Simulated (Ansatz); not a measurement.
`F[SiH2][SiH](F)Br` + `N[SiH2][SeH]` → `N[SiH](F)[SiH2]F` + `[SeH][SiH2]Br`  (redistribution)

Computed with Ansatz on PBE0-D4/def2-TZVP structures; ΔE is electronic, products minus reactants. CBS: MP2 limit from def2 TZ/QZ plus the TZ coupled-cluster correction, frozen cores. DFT in def2-TZVPP. For Br, Se outer-core shells are correlated without core-valence functions, which leaves a few kJ/mol of doubt a bond. Scalar relativity is left out up to krypton. Each species was taken in one conformer, which may not be the lowest.

(1) Is it downhill or uphill in electronic energy at CCSD(T)/CBS, and by how much? (An estimate is asked.)

(2) What do these levels give: PBE-D4, PBE, r2SCAN, PBE0, MP2/def2-TZVPP, SCS-MP2/def2-TZVPP, CCSD/def2-TZVPP, HF/def2-QZVPP, MP2/def2-QZVPP, SCS-MP2/def2-QZVPP, HF/CBS(def2), MP2/CBS(def2)? (Best estimate.)

Largest T1 diagnostic among the species: 0.012.

Results:

(1) The calculation gave: Downhill: ΔE = -2.6 kcal/mol.

(2) The calculation gave: PBE-D4 -2.4, PBE -2.4, r2SCAN -2.2, PBE0 -2.6, MP2/def2-TZVPP -2.6, SCS-MP2/def2-TZVPP -2.5, CCSD/def2-TZVPP -2.5, HF/def2-QZVPP -2.0, MP2/def2-QZVPP -2.6, SCS-MP2/def2-QZVPP -2.5, HF/CBS(def2) -2.0, MP2/CBS(def2) -2.6 kcal/mol.
